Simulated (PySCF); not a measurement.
HP, SMILES [PH], multiplicity 3.

Geometry: PBE-D3(BJ)/def2-TZVPD.

Computed with PBE-D3(BJ)/def2-TZVPD run with PySCF.

Frequencies are harmonic and unscaled.

**Question.** List the normal modes with their intensities. (An estimate is asked for; the answer gives what the named calculation found.)

**Answer.** 
```tsv
mode	ν (cm⁻¹)	IR (km/mol)	moving atoms (share of kinetic energy)
1	2289	63.8	H 97 %
```
